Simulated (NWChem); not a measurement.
Molecule: SiH3Cl; SMILES [SiH3]Cl

```xyz
5

Si     0.0000     0.0000    -0.9600
Cl     0.0000     0.0000     1.1078
H     -0.7872    -1.1686    -1.4420
H      1.4056    -0.0975    -1.4420
H     -0.6184     1.2661    -1.4420
```
Atoms are numbered in this order, from 1.

Results from NWChem. Pople sets run with spherical d functions. Coordinates come from a PBE0/def2-SVP optimisation. Core excitations by TDA in a window of 1s orbitals, non-relativistic and unshifted: absolute energies depend strongly on the exact-exchange share.

| level | first 1s excitation (eV) | dipole oscillator strength of the first |
|---|---|---|
| Cl K edge, PBE0/6-311G** | 2765.7 | 0.0026 |
| Cl K edge, PBE/def2-TZVP | 2738.1 | 0.0016 |
| Si K edge, PBE0/cc-pVTZ | 1801.6 | 0.0043 |
| Si K edge, BHandHLYP/def2-TZVP | (withheld) | (withheld) |

Question: Some entries are withheld; supply them.

Answer: 
- Si K edge, BHandHLYP/def2-TZVP, first 1s excitation (eV): 1823.4
- Si K edge, BHandHLYP/def2-TZVP, dipole oscillator strength of the first: 0.0063
